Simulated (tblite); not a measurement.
C7H9 (doublet state).
SMILES with atom numbers: `[CH3:1][C:2]1=[CH:3][C@@H:4]2[CH:5][C@@H:6]2[CH2:7]1` (hydrogens: H8, H9, H10 on C1; H11 on C3; H12 on C4; H13 on C5; H14 on C6; H15, H16 on C7)

A start from a force field or distance geometry was refined with GFN2-xTB geometry optimisation, gas phase (tblite). Values at the start:

| coordinate | start |
| --- | --- |
| C1–C2 | 1.503 Å |
| C1–H8 | 1.117 Å |
| C2=C3 | 1.307 Å |
| C2–C7 | 1.474 Å |
| C3–C4 | 1.473 Å |
| C3–H11 | 1.104 Å |
| C4–C5 | 1.508 Å |
| C4–C6 | 1.507 Å |
| C4–H12 | 1.102 Å |
| C5–C6 | 1.509 Å |
| C5–H13 | 1.102 Å |
| C6–C7 | 1.486 Å |
| C6–H14 | 1.103 Å |
| C7–H15 | 1.098 Å |
| C7–H16 | 1.145 Å |
| C1–C2–C3 | 124.1° |
| C1–C2–C7 | 122.8° |
| C2–C3–C4 | 110.6° |
| C3–C4–C5 | 122.7° |
| C4–C5–C6 | 59.9° |
| C4–C6–C5 | 60.0° |
| C5–C4–C6 | 60.1° |
| C5–C6–C7 | 113.4° |
| C1–C2–C7–C6 | -172° |
| C2–C3–C4–C5 | 56° |
| C3–C4–C6–C5 | 120° |
| C5–C6–C7–C2 | -77° |

How do these coordinates change at the GFN2-xTB level?

```
 coordinate  GFN2-xTB (Å or °)  change
     C7–H16              1.093  -0.052
      C5–C6              1.462  -0.047
      C6–C7              1.525  +0.039
      C2–C7              1.511  +0.037
      C4–C5              1.471  -0.037
     C5–H13              1.072  -0.030
     C3–H11              1.076  -0.028
      C1–H8              1.090  -0.027
      C2=C3              1.333  +0.026
     C6–H14              1.080  -0.023
     C4–H12              1.080  -0.022
      C4–C6              1.528  +0.021
      C1–C2              1.490  -0.013
      C3–C4              1.482  +0.009
     C7–H15              1.094  -0.004
   C3–C4–C5              112.6   -10.1
   C1–C2–C3              127.2    +3.1
   C5–C6–C7              116.5    +3.1
   C4–C5–C6               62.8    +2.9
   C1–C2–C7              120.1    -2.7
   C5–C4–C6               58.3    -1.8
   C2–C3–C4              111.7    +1.1
   C4–C6–C5               58.9    -1.1
C5–C6–C7–C2                -60     +17
C3–C4–C6–C5                108     -12
C1–C2–C7–C6                178     -10
C2–C3–C4–C5                 63      +7
```

The energy falls by 49.8 kJ/mol over 51 L-BFGS steps, the largest force on an atom goes from 2.38 to 0.007 eV/Å, and the atoms move by 0.212 Å rms after alignment. The bond that changes most is C7–H16 (ends: carbon bonded to 2 C and 2 H; hydrogen on carbon), which shortens by 0.052 Å. Bonds longer at the end by more than 0.005 Å: 5 of 17; shorter: 11. Among the dihedrals that turn most is H14–C6–C7–H16, from -128° to -96°. Rotational constants go from 6264, 2339, 1950 to 6002, 2375, 1963 MHz.

Its GFN2-xTB frequencies are all real (lowest 120 cm⁻¹). 2 starts were optimised and ended at 0.00 and 0.70 kcal/mol (GFN2-xTB); the lowest of these is shown.

All values are computed, not measured.
